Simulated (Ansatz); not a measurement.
Gas-phase electronic energies from Ansatz, PBE0-D4/def2-TZVP geometries. CCSD(T)/CBS is the MP2 limit (def2-TZVPP, def2-QZVPP) plus CCSD(T) − MP2 in def2-TZVPP, frozen cores. DFT in def2-TZVPP. Each species was taken in one conformer, which may not be the lowest.

Consider the redistribution: `[NH2][Al]([F])[SiH3]` + `OC(F)(F)N[SiH3]` → `[NH2][Al]([F])[NH][SiH3]` + `OC(F)(F)[SiH3]`.

```tsv
species	r2SCAN-D4 energy (Eh)
`[NH2][Al]([F])[SiH3]`	-689.60266
`OC(F)(F)N[SiH3]`	-660.28567
`[NH2][Al]([F])[NH][SiH3]`	-745.02220
`OC(F)(F)[SiH3]`	-604.89406
```

Work out ΔE.

ΔE = (-745.02220) + (-604.89406) − (-689.60266) − (-660.28567) = -0.02793 Eh = -73.3 kJ/mol. CCSD(T)/CBS gives -82.4 kJ/mol.

Largest T1 diagnostic among the species: 0.013.
